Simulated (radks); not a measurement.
Task: Species: Al4+. Configuration: 1s1 2s2 2p5 3p1 (not the ground configuration). Calculated with a radial shooting solver on a logarithmic mesh with Libxc functionals: non-relativistic Kohn-Sham, PBEsol, spin-polarised, spherical densities, point nucleus; open shells are filled with parallel spins first. Some entries of the table are withheld. Estimate them.

| orbital | occ. | eigenvalue (eV) | r(max) (bohr) | <r^2> (bohr^2) |
|---|---|---|---|---|
| 1s up | 1 | -1740.626 | 0.07733 | 0.01846 |
| 1s down | 0 | -1673.212 | 0.07808 | 0.01910 |
| 2s up | 1 | -206.4350 | (1) | 0.3804 |
| 2s down | 1 | -199.8232 | (2) | 0.3922 |
| 2p up | 3 | -173.1433 | 0.3772 | 0.3213 |
| 2p down | 2 | -166.6141 | 0.3855 | 0.3345 |
| 3p up | 1 | -48.0967 | 1.575 | 3.544 |

Result: 
(1) 2s up r(max) (bohr): 0.4622
(2) 2s down r(max) (bohr): 0.4698
